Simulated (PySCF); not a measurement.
C₃H, SMILES [C][C][CH-] (connectivity only; charge and spin as stated), charge -1, multiplicity 1.

The structure is a stationary point at PBE0-D3(BJ)/def2-TZVPD.

These are CAM-B3LYP/def2-TZVPD run with PySCF values and carry that method's errors.

Computed frontier levels, gap, dipole moment and polarisability:
```json
{
 "highest_occupied_level": "-1.44 eV",
 "lowest_empty_level": "3.79 eV",
 "orbital_gap": "5.23 eV",
 "dipole_moment_about_the_centre_of_nuclear_charge": "0.510 e·Å",
 "mean_static_polarisability": "55.0 bohr³ (8.15 Å³)",
 "polarisability_principal_values": "39.0, 41.5, 84.5 bohr³"
}
```
